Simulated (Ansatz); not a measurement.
`CC[N](CC)[Ge]([F])([O]C)[O]C`. Charge 0, multiplicity 1. All single points use the PBE0-D4/def2-TZVP geometry. It is one conformer, not always the lowest.

```xyz
27

C     1.572    0.620    2.223
C     0.410   -0.310    1.912
N    -0.261   -0.054    0.649
C    -1.055    1.160    0.598
C    -1.979    1.217   -0.601
Ge    0.345   -0.822   -0.870
F     1.592   -1.908   -0.336
O    -0.840   -1.741   -1.764
C    -1.642   -2.685   -1.085
O     1.006    0.240   -2.097
C     2.071    1.105   -1.761
H     2.365    0.508    1.479
H     1.261    1.667    2.238
H     1.997    0.387    3.203
H     0.765   -1.342    1.917
H    -0.344   -0.235    2.707
H    -0.425    2.063    0.609
H    -1.655    1.196    1.517
H    -1.424    1.225   -1.543
H    -2.661    0.365   -0.614
H    -2.574    2.132   -0.569
H    -2.075   -2.273   -0.166
H    -1.072   -3.585   -0.830
H    -2.456   -2.969   -1.755
H     1.823    1.758   -0.915
H     2.272    1.732   -2.631
H     2.983    0.549   -1.516
```

Q: What is the dipole moment at B3LYP/def2-TZVPP? (Best estimate.)

A: The calculation gave: 2.98 D, with components (-0.99, 1.75, 2.20) D in this frame, pointing from negative to positive charge.

Q: And with PBE, r2SCAN, ωB97M-V? (Best estimate.)

A: Computed: PBE 2.83 D, r2SCAN 2.93 D, ωB97M-V 2.98 D.

Q: Give the Mulliken charges with B3LYP, r2SCAN, PBE in def2-TZVPP. (Estimate.)

A: Ansatz gave: 
```tsv
atom	B3LYP	r2SCAN	PBE
C1	-0.26	-0.17	-0.26
C2	-0.01	0.09	-0.01
N3	-0.25	-0.23	-0.17
C4	-0.03	0.04	-0.05
C5	-0.27	-0.16	-0.26
Ge6	0.88	0.81	0.69
F7	-0.39	-0.37	-0.34
O8	-0.40	-0.39	-0.32
C9	-0.14	-0.01	-0.15
O10	-0.39	-0.39	-0.32
C11	-0.15	-0.01	-0.15
H12	0.08	0.05	0.08
H13	0.08	0.05	0.08
H14	0.08	0.04	0.08
H15	0.08	0.04	0.07
H16	0.06	0.02	0.05
H17	0.06	0.03	0.06
H18	0.07	0.03	0.06
H19	0.10	0.07	0.10
H20	0.09	0.05	0.09
H21	0.08	0.04	0.08
H22	0.09	0.05	0.08
H23	0.11	0.07	0.11
H24	0.11	0.07	0.10
H25	0.09	0.05	0.08
H26	0.11	0.06	0.10
H27	0.11	0.07	0.11
```

B3LYP here is the variant with VWN-RPA as its local correlation; programs differ in this.
